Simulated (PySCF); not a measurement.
## Spin states of ZnSi

Unrestricted PBE0; Zn def2-SVPD, Si def2-SVPD; no relativity (PySCF 2.14). Outer shells of the fragments: Zn 3d10 4s2; Si 3s2 3p2.

Followed along the bond (rough minima from three points):

| 2Ms+1 | unpaired | ⟨S²⟩ at the start | R at minimum (Å) | Te (eV) |
| --- | --- | --- | --- | --- |
| 3 | π ↑↑ | 2.02 | 2.38 | 0.00 |
| 1 | π ↑↓ | 1.01 | 2.38 | 0.26 |
| 3 | σ ↑, π ↑ | 2.01 | 2.66 | 0.75 |
| 1 | σ ↓, π ↑ | 1.01 | 2.61 | 0.89 |
| 1 | none | 0.00 | 2.35 | 1.11 |

Solutions found at the starting distance of 2.305 Å, counted from the lowest of them; the search is not exhaustive and high or unbound solutions are not listed, so other states can lie among these:

```
2Ms+1    unpaired   term  E (eV)  ⟨S²⟩  ⟨Lz²⟩  μ (D)
    3        π ↑↑    ³Σ⁻    0.00  2.02   0.00  -2.60
    1        π ↑↓  mixed    0.26  1.01   2.02  -2.58
    3    σ ↑, π ↑     ³Π    0.97  2.01   1.01   0.40
    1    σ ↓, π ↑  mixed    1.08  1.01   1.01   0.37
    1        none  mixed    1.10  0.00   2.00  -2.32
    3  σ ↑↑, π ↑↓  mixed    2.38  3.01   2.02  -0.85
    1  σ ↓↓, π ↑↑  mixed    2.52  2.02   0.00  -1.06
    3    σ ↑, π ↑     ³Π    2.93  2.01   1.02  -3.27
    1    σ ↓, π ↑  mixed    3.19  1.05   1.01  -3.17
    3        π ↑↑  mixed    3.48  2.02   2.01   0.62
```

A term symbol is given only where ⟨S²⟩ and ⟨Lz²⟩ are close to those of a pure state; real π, δ and φ orbitals otherwise mix terms. A positive dipole means Zn(−)Si(+).
